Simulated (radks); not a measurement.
Species: Rb II. Configuration: [Kr] (the NIST ground configuration).

Calculated with a radial shooting solver on a logarithmic mesh with Libxc functionals: non-relativistic Kohn-Sham, PBEsol, spin-polarised, spherical densities, point nucleus; relativity is left out, which matters for an element this heavy.

Energy parts (eV):
total: -79941.245
kinetic: 79892.693
electron-nucleus: -190699.279
Hartree: 33512.433
exchange-correlation: -2647.093

Orbitals (lengths in bohr, moments of r in powers of bohr; r(90%) holds 90 % of the orbital's charge):
orbital  occ.  eigenvalue (eV)     <r^2>  r(90%)
1s          2        -14738.31  0.002284  0.0735
2s          2        -1946.908   0.03912   0.281
2p          6        -1768.636   0.03008   0.255
3s          2        -292.2893    0.3131   0.775
3p          6        -227.9844    0.3206   0.797
3d         10        -111.9902    0.3358   0.852
4s          2         -36.4590     2.502    2.19
4p          6         -21.6394     3.423    2.60

The highest occupied level is 4p at -21.639 eV. Virial ratio -V/T = 2.00061.
